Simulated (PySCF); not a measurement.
# Bond curve of SeCl⁺

Set-up: Se 6-31G(d,p), Cl 6-31G(d,p); no relativity (PySCF 2.14). Energies in eV from Se⁺ + Cl in their ground configurations at the same level. State: ³Σ⁻ (triplet), unpaired electrons π ↑↑.

All columns are PBE0. A positive dipole points towards Cl; it is taken about the centre of mass and depends on that origin.

| R (Å) | E (eV) | μ (D) | Mulliken charge on Se (basis-dependent) | HOMO (eV) | LUMO (eV) | Mayer bond order | ⟨S²⟩ |
| --- | --- | --- | --- | --- | --- | --- | --- |
| 1.763 | -1.394 | 0.54 | 0.56 | -14.91 | -11.04 | 1.67 | 2.00 |
| 1.845 | -2.303 | 0.21 | 0.62 | -15.13 | -11.26 | 1.63 | 2.00 |
| 1.927 | -2.788 | -0.11 | 0.67 | -15.34 | -11.47 | 1.60 | 2.00 |
| 1.988 | -2.953 | -0.35 | 0.71 | -15.48 | -11.61 | 1.58 | 2.00 |
| 2.050 | -2.993 | -0.57 | 0.74 | -15.60 | -11.73 | 1.56 | 2.00 |
| 2.111 | -2.940 | -0.79 | 0.77 | -15.70 | -11.85 | 1.54 | 2.00 |
| 2.193 | -2.767 | -1.05 | 0.80 | -15.80 | -11.98 | 1.51 | 2.01 |
| 2.296 | -2.446 | -1.35 | 0.83 | -15.88 | -12.12 | 1.47 | 2.01 |
| 2.419 | -1.984 | -1.67 | 0.86 | -15.86 | -12.24 | 1.40 | 2.02 |
| 2.583 | -1.359 | -2.00 | 0.87 | -15.66 | -12.29 | 1.24 | 2.08 |

A fit through these points gives, at Re = 2.043 Å, μ = -0.55 D and dμ/dR = -3.60 D/Å; the reduced mass is 24.33 u.

Task: How strong is the fundamental in the double-harmonic approximation, I = 42.26·(dμ/dR)²/μred km/mol?

Result: I = 42.26·(-3.60)²/24.33 = 22.5 km/mol at PBE0.

Spin–orbit coupling is left out. For an ion De counts to the pair picked by the measured ionisation energies or electron affinities, which need not be the lowest pair at this level. The state was picked by a PBE0 search and need not be the measured ground state.
